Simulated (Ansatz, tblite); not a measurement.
Removing an electron: B(IMe)F3 (C₅H₈BF₃N₂). Total charge 0; singlet. Geometry: PBE-D4/def2-SVP. Ansatz, gas phase; energy differences of separate SCF runs; the oxidised species was run as a doublet alone.

```tsv
atom	x (Å)	y (Å)	z (Å)
B1	0.7482	0.2974	1.8169
C2	0.0678	0.0704	0.3093
N3	-0.7761	0.8426	-0.4223
C4	-1.3624	2.1039	0.0233
C5	-1.0095	0.2659	-1.6623
C6	-0.2845	-0.8987	-1.6964
N7	0.3643	-0.9965	-0.4780
C8	1.2864	-2.0583	-0.0823
H9	-1.0453	2.9235	-0.6508
H10	-2.4673	2.0284	0.0137
H11	-1.0033	2.2977	1.0490
H12	-1.6716	0.7219	-2.4041
H13	-0.1846	-1.6584	-2.4772
H14	1.1155	-2.2820	0.9858
H15	1.0973	-2.9524	-0.7032
H16	2.3320	-1.7180	-0.2073
F17	0.4477	-0.8514	2.5731
F18	0.2171	1.4522	2.4145
F19	2.1283	0.4119	1.5983
```

The xTB rows come from tblite. Correlated methods freeze 11 core orbitals.

| level | −HOMO (eV) | vertical IE (eV) | −LUMO (eV) | HOMO–LUMO gap (eV) |
| --- | --- | --- | --- | --- |
| GFN1-xTB | 12.01 | 14.95 | 7.62 | 4.39 |
| GFN2-xTB | 11.29 | 14.26 | 7.03 | 4.26 |
| PBE0-D4/def2-TZVP | 7.78 | 9.71 | 0.50 | 7.28 |
| B2PLYP/def2-TZVP | – | 9.77 | – | – |

Relaxing the oxidised species (PBE-D4/def2-SVP) changes its energy by -0.32 eV at PBE0-D4/def2-TZVP, so the adiabatic ionisation energy to this nearest minimum is 9.39 eV.  Run but left out: PBE-D4/def2-TZVP (charge +1 doublet: an occupied level 0.04 eV above an empty one).  Raw xTB energy differences between charge states are shifted by several eV; the methods need an empirical correction for them.
